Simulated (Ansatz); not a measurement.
A nudged elastic band was laid between two geometries of CH7AlSSi (11 atoms, charge 0, multiplicity 1).

All numbers below come from UHF/6-31G* (Ansatz 0.2.0).

- movable images: 5
- climbing image: yes
- spring: 5.0 eV/Å²
- optimiser: quadratic models (default)
- start path: through a guess of the saddle point
- force threshold: 0.05 eV/Å
- iteration limit: 60
- end points: relaxed

Initial state:

```xyz
11
Properties=species:S:1:pos:R:3
Al -0.271 -0.183 -0.402
Si 0.483 -0.252 1.957
S -1.699 -1.716 -1.109
H -1.865 -2.393 0.024
C 0.275 1.135 -1.762
H 1.632 -1.175 2.116
H -0.591 -0.725 2.861
H 0.917 1.083 2.431
H -0.383 2.003 -1.736
H 0.215 0.723 -2.767
H 1.288 1.501 -1.612
```

Final state:

```xyz
11
Properties=species:S:1:pos:R:3
Al -1.156 -0.503 -2.043
Si 0.450 -0.433 2.517
S -2.510 -1.975 -2.036
H -0.063 -0.299 1.134
C 0.158 0.941 -2.107
H 1.862 -0.857 2.459
H -0.350 -1.435 3.243
H 0.352 0.877 3.188
H -0.177 1.795 -1.525
H 0.321 1.273 -3.128
H 1.113 0.615 -1.703
```

Which bonds break or form, and what moves?

Bonds broken: Al1–Si2, S3–H4. Bonds formed: Si2–H4. CH7AlSSi becomes CH3AlS + H4Si.

Give the energies along the band, and the barrier.

It converged. The highest image is number 3 of 0 to 6, 272.2 kJ/mol above the first end and 195.9 kJ/mol above the last; the last end lies 76.3 kJ/mol above the first. Neighbouring images differ by up to 2.6 eV, so the band resolves the path poorly. A vibrational analysis at the climbing image gives one clearly imaginary mode, 1767i cm⁻¹: a first-order saddle point. The orbitals stay closed-shell, which can raise the energy where a bond breaks towards radicals; this wasn't checked here.

```json
{"image": "0", "path coordinate (Å)": "0.00", "energy (kJ/mol)": "0.0", "Al1–Si2 (Å)": "2.48", "S3–H4 (Å)": "1.33", "Si2–H4 (Å)": "3.72"}
{"image": "1", "path coordinate (Å)": "1.31", "energy (kJ/mol)": "-0.2", "Al1–Si2 (Å)": "2.48", "S3–H4 (Å)": "1.33", "Si2–H4 (Å)": "3.75"}
{"image": "2", "path coordinate (Å)": "2.62", "energy (kJ/mol)": "16.6", "Al1–Si2 (Å)": "2.46", "S3–H4 (Å)": "1.33", "Si2–H4 (Å)": "3.08"}
{"image": "3", "path coordinate (Å)": "3.93", "energy (kJ/mol)": "272.2", "Al1–Si2 (Å)": "2.72", "S3–H4 (Å)": "1.80", "Si2–H4 (Å)": "1.85"}
{"image": "4", "path coordinate (Å)": "5.05", "energy (kJ/mol)": "99.1", "Al1–Si2 (Å)": "3.44", "S3–H4 (Å)": "2.90", "Si2–H4 (Å)": "1.48"}
{"image": "5", "path coordinate (Å)": "6.17", "energy (kJ/mol)": "78.3", "Al1–Si2 (Å)": "4.20", "S3–H4 (Å)": "3.67", "Si2–H4 (Å)": "1.48"}
{"image": "6", "path coordinate (Å)": "7.29", "energy (kJ/mol)": "76.3", "Al1–Si2 (Å)": "4.84", "S3–H4 (Å)": "4.34", "Si2–H4 (Å)": "1.48"}
```

What is the geometry of the highest image?


```xyz
11
Properties=species:S:1:pos:R:3:forces:R:3
Al -0.596 -0.385 -0.818 -0.01 0.00 -0.01
Si 0.175 -0.420 1.786 0.01 0.00 0.00
S -1.972 -1.931 -0.736 0.01 0.01 0.00
H -0.982 -1.301 0.634 0.00 0.00 0.00
C 0.391 1.029 -1.738 0.00 -0.01 0.01
H 1.634 -0.619 1.631 0.00 0.00 0.00
H -0.319 -1.298 2.860 0.00 0.00 0.00
H -0.083 0.989 2.156 0.00 0.00 0.00
H 0.051 2.013 -1.424 0.01 0.00 0.00
H 0.243 0.952 -2.813 0.00 0.00 0.00
H 1.457 0.971 -1.538 0.00 0.01 -0.01
```

The band took 18 iterations and of the order of 3 core-minutes.

The run took 100 s on 2 threads of Intel(R) Xeon(R) 6975P-C (Granite Rapids) (shared host), peak memory 0.24 GiB.
